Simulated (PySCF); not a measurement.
Species: C₅H₈Cl₂Si.
SMILES with atom numbers: `[CH3:1][C@@H:2]1[SiH2:3][C@H:4]([Cl:5])[CH:6]=[C:7]1[Cl:8]`

NICS = −σ at a ghost point: NICS(0) at the centroid of the ring atoms, NICS(1) 1 Å to either side along the normal of their mean plane, zz for the tensor component along that normal. Level: GIAO PBE0/pcSseg-1 (PySCF, non-relativistic, gas phase) on the GFN2-xTB geometry, one conformer.

Ring bond lengths (Å), with Mayer bond orders in brackets: C2–Si3 1.917 (0.85), Si3–C4 1.921 (0.80), C4–C6 1.487 (1.01), C6–C7 1.327 (1.76), C7–C2 1.499 (0.99).

Task: Give the NICS values of each ring in ppm.

Result: 
| ring | type | NICS(0) | NICS(1), two faces | NICS(1)zz, two faces | rms pucker (Å) | centre to ring atoms, mean (Å) |
| --- | --- | --- | --- | --- | --- | --- |
| C2–Si3–C4–C6–C7 | 5-membered ring with Si; formal bonds 1 double, 4 single | -2.8 | -4.0 / -1.8 | -2.8 / 1.7 | 0.08 | 1.37 |

Task: What can be read from them?

Result: 
- C2–Si3–C4–C6–C7: mean NICS(1)zz -0.5 ppm, near zero. C2, Si3, C4 have four or more neighbours; no verdict on aromaticity is drawn. The two faces differ by 4.5 ppm, so no symmetry operation interchanges them.

Task: Give the inner angles of the rings and the Hirshfeld charges of the ring atoms.

Result: 
- C2–Si3–C4–C6–C7: C2 102.6° (-0.115 e), Si3 92.5° (+0.349 e), C4 104.7° (-0.080 e), C6 117.1° (-0.075 e), C7 120.8° (+0.027 e); sum 537.8° against 540° for a flat convex ring.

Task: What are the shieldings of the ring atoms and their hydrogens in the same run (means over atoms taken as equivalent)?

Result: 
```tsv
atoms	environment	σ isotropic (ppm)	principal values of the symmetric part, first atom (ppm)
C2	sp3 carbon bound to silicon	155.4	138.8, 146.2, 181.2
Si3	SiH2 silicon	361.7	304.2, 383.3, 397.5
C4	sp3 C–Cl carbon	138.9	113.3, 139.2, 164.2
C6	alkene CH carbon	50.5	-49.6, 72.5, 128.5
C7	vinylic C–Cl carbon	26.7	-70.9, 60.1, 90.9
H on C2	methine hydrogen	29.85	26.7, 27.4, 35.4
H on Si3	Si–H hydrogen	26.98	23.6, 24.5, 32.9
H on Si3	Si–H hydrogen	27.35	24.2, 25.8, 32.1
H on C4	methine hydrogen	27.50	22.0, 26.6, 33.9
H on C6	vinylic hydrogen	25.58	22.3, 25.3, 29.1
```
